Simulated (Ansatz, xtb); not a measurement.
Spectroscopic constants of ZrSb, multiplicity 2 (lowest of 2S+1 = 2, 4, 6, 8 at PBE0/def2-TZVPP; our sources give no spin for the ground state, which may be another). No spin–orbit coupling.

Constants: fifth-degree fit in 1/R to seven points, most abundant isotopes. In def2 and cc sets the state is the lowest found near the PBE0 minimum, followed along R.

Programs: Ansatz (an electronic-structure program); xtb for the GFN methods. Each number belongs to the level named beside it. In def2 rows elements past Kr take small-core potentials, without spin–orbit coupling. The GFN methods have no spin term and hold the electronic entropy of 300 K.

```
level             r_e (Å)  ω_e (cm⁻¹)  ω_e x_e (cm⁻¹)  dipole (D)
----------------  -------  ----------  --------------  ----------
GFN1-xTB            2.609         382             1.2           -
GFN2-xTB            2.606         ___             1.2           -
SVWN5/def2-TZVPP      ___         ___            0.55        4.28
```

### Question
Fill in the missing entries.

### Answer

- SVWN5/def2-TZVPP, r_e (Å): 2.498
- SVWN5/def2-TZVPP, ω_e (cm⁻¹): 304
- GFN2-xTB, ω_e (cm⁻¹): 362
